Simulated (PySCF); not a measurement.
# NMR parameters from quadrupole coupling constants

Compound: C₄H₆O₂S.
Z-matrix (Å and degrees, PBE0-D3(BJ)/def2-TZVP geometry), rows numbered from 1:
```
C 
C   1  1.3218
S   2  1.7589  1  120.37
O   3  1.4370  2  107.47  1   134.32
O   3  1.4367  2  108.44  1     1.91
C   3  1.7587  2  102.50  1  -111.48
C   6  1.3217  3  120.42  2  -111.94
H   1  1.0839  2  121.19  3  -177.35
H   1  1.0844  2  120.29  3     1.67
H   2  1.0840  1  124.96  3   177.34
H   6  1.0840  3  114.58  2    70.36
H   7  1.0839  6  121.18  3  -177.32
H   7  1.0843  6  120.28  3     1.73
```

Computed at PBE0/pcSseg-2 (PySCF, non-relativistic):

```tsv
atom	environment	nucleus	spin I	Q (b)	CQ = χzz (MHz)	η
S3	sulfonyl sulfur	33S	3/2	-0.0678	3.557	0.284
O4	sulfonyl oxygen	17O	5/2	-0.0256	-7.311	0.146
```

Question: Give the quadrupolar product PQ = |CQ|√(1 + η²/3), the quadrupolar frequency νQ = 3|CQ|/[2I(2I − 1)] and the Larmor frequency ν0 = |g| × 7.62259 MHz/T × B at 21.15 T, with g(33S) = 0.42921, g(17O) = −0.75752.

Answer: 
```tsv
atom	PQ (MHz)	νQ (MHz)	ν0 (MHz)	νQ/ν0
S3	3.604	1.778	69.20	0.026
O4	7.338	1.097	122.13	0.009
```

For S3: PQ = 3.557 × 1.0134, νQ = 3.557 × 0.5000, ν0 = 3.2717 MHz/T × 21.15 T.

Question: For half-integer spins with νQ below a tenth of ν0, find the second-order shift of the centre of gravity of the central transition at 21.15 and 23.5 T.

Answer: From −(3/40)(PQ/ν0)²[I(I + 1) − 3/4]/[I(2I − 1)]², which goes as 1/B² (ppm):

```tsv
site	21.15 T	23.5 T
33S at S3	-67.8	-54.9
17O at O4	-21.7	-17.5
```

Geometry: PBE0-D3(BJ)/def2-TZVP, one conformer, isolated molecule.
